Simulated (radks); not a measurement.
Task: Pm52+, configuration [He] 2s2 2p5 (the NIST ground configuration). All-electron calculation, Dirac Kohn-Sham, BLYP, spin-unpolarised, spherical densities, finite nucleus; open shells fill j = l - 1/2 first; Fermi nuclear charge, rms radius 4.962 fm. Program: a radial shooting solver on a logarithmic mesh with Libxc functionals. Some entries of the table are withheld. Estimate them.

orbital  occ.  eigenvalue (eV)  r(max) (bohr)  <r^2> (bohr^2)
1s1/2       2              (1)            (2)       0.0007294
2s1/2       2              (3)        0.08285             (4)
2p1/2       2              (5)        0.06264             (6)
2p3/2       3              (7)        0.06798             (8)

Result: 
(1) 1s1/2 eigenvalue (eV): -49199.71
(2) 1s1/2 r(max) (bohr): 0.01478
(3) 2s1/2 eigenvalue (eV): -11163.16
(4) 2s1/2 <r^2> (bohr^2): 0.01092
(5) 2p1/2 eigenvalue (eV): -10861.95
(6) 2p1/2 <r^2> (bohr^2): 0.007892
(7) 2p3/2 eigenvalue (eV): -10268.36
(8) 2p3/2 <r^2> (bohr^2): 0.009011
